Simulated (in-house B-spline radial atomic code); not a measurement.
Results of a calculation; reference values are marked as such.
## Extrapolating the RPA correlation energy in partial waves: Cl5+

All-electron RPA on r2SCAN orbitals from an all-electron radial atomic-structure program (B-spline basis), non-relativistic, point nucleus, configuration [Ne] 3s2. With empty states up to angular momentum L the sums are:

```csv
L,E_c(L) (hartree)
3,-0.684922
4,-0.721390
5,-0.735758
6,-0.742525
7,-0.746112
```

For large l each further wave adds A/(l + 1/2)⁴, because the basis must build the cusp where two electrons meet.

Problem. Estimate the limit from L = 6 and L = 7.

Solution. Wave 7 adds -0.003587, against a sum of (l + 1/2)⁻⁴ of 3.16049e-04, so A = -11.349. The sum over l > 7 is ζ(4, 8.5) = 6.4602e-04, close to 1/(3 × 8³) = 6.5104e-04. The tail is -0.007332 and the limit -0.75344 hartree.

Problem. How good is the estimate?

Solution. A run to L = 11 sums to -0.75081 and extrapolates to -0.75264 hartree, 0.09 millihartree from the run before. The estimate differs from that by -0.80 millihartree, while the bare sum at L = 7 misses 6.5 millihartree (0.9 %).
